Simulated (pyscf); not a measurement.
# `[O]=[Nb]([OH])([OH])[O][SiH3]`, singlet

Gas-phase minimum from PySCF at ωB97X-D3(BJ)/def2-SVP, one conformer. 

SMILES: [SiH3][O][Nb]([OH])(=[O])[OH]
```xyz
11

O     -0.7295     0.0035     2.8404
Nb    -1.0566    -0.7275     1.3497
O     -0.9159    -2.6071     1.5511
O     -2.8114    -0.2501     0.8162
O      0.2129    -0.0972     0.0889
Si     1.4967     0.8583    -0.3781
H     -0.6981    -3.1692     2.3012
H     -3.4897     0.3013     1.2184
H      1.0345     1.8371    -1.4014
H      2.5633    -0.0027    -0.9604
H      2.0354     1.5898     0.8038
```
Charge 0, spin multiplicity 1.

Bond lengths (Å): O1–Nb2 1.692, Nb2–O3 1.896, Nb2–O4 1.895, Nb2–O5 1.897, O3–H7 0.962, O4–H8 0.962, O5–Si6 1.667, Si6–H9 1.490, Si6–H10 1.489, Si6–H11 1.491. Bond angles (°): O1–Nb2–O3 108.7, O1–Nb2–O4 108.6, O1–Nb2–O5 108.2, O3–Nb2–O4 110.4, O3–Nb2–O5 110.5, O4–Nb2–O5 110.4, Nb2–O3–H7 132.8, Nb2–O4–H8 132.8, Nb2–O5–Si6 153.1, O5–Si6–H9 109.3, O5–Si6–H10 109.2, O5–Si6–H11 109.7, H9–Si6–H10 109.5, H9–Si6–H11 109.5 (the first ones only).

Properties at ωB97X-D3(BJ)/def2-SVP:

```
Property                                                                                                                                                                                                                                                       Result
---------------------------------------------------------------------------------------------------------------------  ----------------------------------------------------------------------------------------------------------------------------------------------
Harmonic wavenumbers, unscaled                                                                                         18, 46, 50, 182, 205, 206, 234, 248, 364, 375, 468, 482, 508, 735, 738, 740, 758, 968, 969, 975, 1038, 1074, 2264, 2269, 2273, 3949, 3953 cm⁻¹
Zero-point energy                                                                                                                                                                                                                                       37.3 kcal/mol
Rotational symmetry number                                                                                                                                                                                                                                          1
Entropy of this conformer at 298 K and 1 atm, rigid rotor and harmonic oscillator, modes under 100 cm⁻¹ raised to 100                                                                                                                                 404.7 J/(mol K)
Dipole moment                                                                                                                                                                                                                                                  0.74 D
```

Single-point totals, which compare only within one level:

```json
[
 {"level": "ωB97X-D3(BJ)/def2-TZVP", "total energy (hartree)": "-650.88761"},
 {"level": "PBE/def2-TZVP", "total energy (hartree)": "-650.36512"},
 {"level": "r²SCAN/def2-TZVP", "total energy (hartree)": "-650.66973"},
 {"level": "B3LYP-D3(BJ)/def2-TZVP", "total energy (hartree)": "-650.86294"},
 {"level": "PBE0-D3(BJ)/def2-TZVP", "total energy (hartree)": "-650.34463"},
 {"level": "M06-2X/def2-TZVP", "total energy (hartree)": "-650.54247"},
 {"level": "ωB97M-D3(BJ)/def2-TZVP", "total energy (hartree)": "-650.85561"}
]
```

The lowest mode is so soft that the shape along it may change with the basis. Soft torsions are taken as harmonic, which can shift the entropy by several J/(mol K). Elements past Kr carry the def2 core potentials, without spin-orbit coupling.
